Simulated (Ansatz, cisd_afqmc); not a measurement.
System: NbOCl$_{3}$, charge 0, singlet. NbOCl3 (SMILES [O]=[Nb]([Cl])([Cl])[Cl]).
B3LYP-D3(BJ)/def2-TZVP minimum from Ansatz (a quantum-chemistry and plane-wave program):
```xyz
5

Nb     0.1864    -0.0815    -0.0942
O      1.5907    -0.6952    -0.8040
Cl     0.7719     0.9067     1.8860
Cl    -0.7215     1.4475    -1.5360
Cl    -1.2485    -1.8306     0.2556
```
Charge 0, spin multiplicity 1.

Total energies in def2-TZVPP, 32 correlated electrons, 20 frozen orbitals. Radicals and triplets start from unrestricted determinants; spin-orbit coupling is neglected. Cores are frozen in correlated methods (noble-gas shells, and filled d and f shells in the p block). Past Kr the def2 sets carry scalar-relativistic core potentials. AFQMC/CISD: phaseless, guided by CISD from CCSD amplitudes; bars are statistical, one sigma. Outlying blocks are dropped, and bars are widened where a walk drifts. Over all cases where full CI ran beside it in this data, AFQMC minus full CI had a median of +0.1 mEh and passed +0.4 mEh in a tenth of the cases.

```
method         program          energy (Eh)  minus AFQMC/CISD (mEh)
----------  ----------  -------------------  ----------------------
HF              Ansatz          -1510.05611            1085.7 ± 0.7
MP2             Ansatz          -1511.07850              63.3 ± 0.7
CCSD            Ansatz          -1511.07601              65.8 ± 0.7
CCSD(T)         Ansatz          -1511.13801               3.8 ± 0.7
AFQMC/CISD  cisd_afqmc  -1511.1418 ± 0.0007                     0.0
```
